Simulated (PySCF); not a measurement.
**What builds the third ionisation energy along the 5d series**

All values are computed (PySCF 2.14, energy differences of UHF-based or UKS calculations, no spin-orbit coupling). Each column adds one step, in eV (sums use unrounded values): valence MP2, valence CCSD, valence triples, then the next inner shell at CCSD(T) (Hf 5s 5p, Ir 5s 5p, Pt 5s 5p, Au 5s 5p, Hg 5s 5p). References (NIST) marked * lie between the lowest fine-structure levels; the others compare directly ((s) semi-empirical, (t) theoretical).

| element | UHF | + MP2 | + CCSD | + (T) | + inner shell | sum | reference |
| --- | --- | --- | --- | --- | --- | --- | --- |
| Hf [Xe] 4f14 5d2 → [Xe] 4f14 5d1 (x2c-TZVPPall with one added diffuse shell each of s, p, d, f type, spin-free X2C) | 21.455 | 0.082 | 0.028 | 0.000 | 0.290 | 21.855 | 22.55 ± 0.04 (t) * |
| Ir [Xe] 4f14 5d7 → [Xe] 4f14 5d6 (x2c-TZVPPall with one added diffuse shell each of s, p, d, f type, spin-free X2C) | 27.477 | 1.242 | -0.018 | 0.058 | 0.057 | 28.816 | 28 ± 1.6 (t) * |
| Pt [Xe] 4f14 5d8 → [Xe] 4f14 5d7 (x2c-TZVPPall with one added diffuse shell each of s, p, d, f type, spin-free X2C) | 29.158 | 1.471 | -0.108 | 0.069 | 0.034 | 30.624 | 29 ± 1.6 (t) * |
| Au [Xe] 4f14 5d9 → [Xe] 4f14 5d8 (x2c-TZVPPall with one added diffuse shell each of s, p, d, f type, spin-free X2C) | 30.881 | 1.673 | -0.189 | 0.080 | 0.006 | 32.451 | 30 ± 1.6 (t) * |
| Hg [Xe] 4f14 5d10 → [Xe] 4f14 5d9 (x2c-TZVPPall with one added diffuse shell each of s, p, d, f type, spin-free X2C) | 33.524 | 1.734 | -0.274 | 0.071 | -0.087 | 34.968 | 34.49 ± 0.05 * |

What remains against the references is mostly basis incompleteness and, for starred values, spin-orbit coupling.

These are valence bases, so the inner-shell step is incomplete.
